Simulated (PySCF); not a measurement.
Method: PySCF 2.14.0 with ωB97X-D3(BJ)/def2-TZVP // B3LYP-D3(BJ)/def2-TZVP. Isolated molecules, 0 K electronic values unless said otherwise. 

Reference species (SMILES): `[CH3][Al]([CH3])[CH3]` (neutral, multiplicity 1).

| Quantity | Value |
|---|---|
| dipole moment | 0.00 D |

Changed species: `[CH3][Al]([I])[I]` (whole molecule; the reference has whole molecule).

Problem. Predict the effect on the dipole moment.

Solution. the dipole moment goes up by 1.74 D, to 1.74 D.
